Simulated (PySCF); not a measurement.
OZn, SMILES [O]=[Zn]. Heavy atoms are numbered as in [Zn:1]=[O:2].

Geometry: PBE0-D3(BJ)/def2-TZVPD.

Calculation: PySCF with KT2/pcSseg-2.

GIAO shieldings, no solvent; atoms alike by connectivity are averaged. δ = σ(ref) − σ: ¹⁷O against H2O (σ = 324.0 ppm), references at their B3LYP-D3(BJ)/def2-TZVP geometries, non-relativistic.

```
nucleus  atoms  count  δ (ppm)
-------  -----  -----  -------
¹⁷O         O2      1   1823.3
```
